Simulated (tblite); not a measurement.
Species: C5H8O2Si.
Z-matrix (Å and degrees, GFN2-xTB geometry), rows numbered from 1:
```
C 
C   1  1.3290
C   2  1.5061  1  122.85
O   3  1.4077  2  112.51  1  -124.49
Si  4  1.6296  3  120.03  2   -50.21
C   5  1.8945  4  103.01  3    13.45
C   6  1.3307  5  125.83  4  -161.14
O   2  1.3618  1  118.45  3   176.96
H   1  1.0746  2  120.62  3  -178.77
H   1  1.0723  2  121.41  3    -0.09
H   3  1.0920  2  109.65  1    -5.10
H   3  1.0991  2  109.07  1   113.98
H   5  1.4626  4  110.58  3  -102.57
H   5  1.4561  4  105.10  3   131.83
H   7  1.0770  6  121.76  5  -179.82
H   7  1.0728  6  120.21  5    -0.68
```

All values are computed: GFN2-xTB (tblite) harmonic vibrations without scaling, gas phase. The method is semi-empirical: single wavenumbers can be off by several per cent or more. Modes of hydrogen on silicon can be 10 to 20 % off. One conformer, not necessarily the lowest.

Harmonic wavenumbers (cm⁻¹): 44.6, 87.5, 146.8, 277.4, 310.0, 347.1, 370.0, 392.5, 490.0, 537.0, 585.5, 610.8, 659.4, 696.7, 716.2, 723.4, 771.8, 802.3, 838.9, 858.6, 861.7, 914.3, 985.4, 1024.8, 1101.3, 1204.6, 1207.4, 1271.1, 1307.4, 1376.9, 1386.2, 1463.3, 1647.4, 1693.4, 2266.7, 2327.2, 2880.2, 2978.3, 3106.6, 3134.9, 3163.4, 3175.5.

A = 2481, B = 1778, C = 1119 MHz; mass 128.029 u (most abundant isotopes); point group C1, symmetry number 1.

**Question.** What is the zero-point energy?

**Answer.** Half the sum of the wavenumbers: 25372 cm⁻¹ = 303.52 kJ/mol.

**Question.** Give the ideal-gas entropy at 273.15 K and 1 bar in the rigid-rotor, harmonic-oscillator model (classical rotation).

**Answer.** Translation 167.55, rotation 118.43, vibration 84.82: S = 370.8 J/(mol K).

**Question.** And Cp and H(273.15 K) − H(0)?

**Answer.** Cp = 136.99 J/(mol K), of which vibrations give 103.73 (their classical limit is 42 R = 349.2); H(273.15 K) − H(0) = 21.92 kJ/mol without the zero-point energy, 12.84 from vibrations.

**Question.** Which modes carry the vibrational entropy at 273.15 K?

**Answer.** 44.6 cm⁻¹: 20.38; 87.5 cm⁻¹: 14.83; 146.8 cm⁻¹: 10.66; 277.4 cm⁻¹: 5.86; 310.0 cm⁻¹: 5.10; 347.1 cm⁻¹: 4.37 J/(mol K); the other 36 give 23.62 together.

**Question.** Blend soft modes into free rotors: weight 1/[1 + (100 cm⁻¹/ν̃)⁴] for the oscillator and the rest for a rotor with moment μB/(μ + B), μ = h/(8π²ν), B = 10⁻⁴⁴ kg m². What vibrational entropy results?

**Answer.** 77.87 J/(mol K) in place of 84.82, which changes −T·S at 273.15 K by +1.90 kJ/mol.

**Question.** What must be added to the electronic energy to get the Gibbs energy at 273.15 K and 1 bar?

**Answer.** ZPE + [H(273.15 K) − H(0)] − T·S = 303.52 + 21.92 − 101.29 = 224.15 kJ/mol.

**Question.** How do the functions run with temperature in this model?

**Answer.** 
```
T (K)  S (J/(mol K))  Cp (J/(mol K))  H − H(0) (kJ/mol)  G − H(0) (kJ/mol)  ln q(vib)
  100          277.4            63.4               4.76             -22.98       1.26
  200          333.4           104.6              13.08             -53.60       3.08
  300          384.2           148.3              25.75             -89.50       5.11
  500          477.0           215.8              62.66            -175.83       9.48
  800          592.6           274.7             137.13            -336.92      15.96
 1000          656.7           299.2             194.67            -461.99      19.98
```

q(vib) and H(0) count from the zero-point level.

Hindered rotation and anharmonicity are outside this model. Other conformers, if any are populated, would add a mixing term that is left out. The structure is chiral; the term R ln 2 for an equal mix with its mirror image is left out.
